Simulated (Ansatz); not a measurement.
AlH₃, SMILES [AlH3+] (connectivity only; charge and spin as stated), charge +1, multiplicity 2.

Geometry optimised at ωB97X-D3(BJ)/def2-TZVPD.

Two levels are set side by side: PBE/def2-TZVPD (Ansatz, a program for electronic structure) and ωB97X-V/def2-TZVPD (Ansatz). Energy differences of separate SCF runs at the same geometry; the states with an electron removed or added have multiplicity 1 and 1. Differences are taken from unrounded values.

| quantity | PBE |
|---|---|
| vertical ionisation energy (eV) | 18.19 |
| vertical electron affinity (eV) | 8.64 |

Problem. These are the PBE values. What does ωB97X-V give? (An estimate is asked for; the answer gives what the named calculation found.)

Solution. 
```json
[
 {"quantity": "vertical ionisation energy (eV)", "ωB97X-V": "18.39", "PBE minus ωB97X-V": "-0.19"},
 {"quantity": "vertical electron affinity (eV)", "ωB97X-V": "8.77", "PBE minus ωB97X-V": "-0.13"}
]
```

Here PBE gives about what the other level gives.
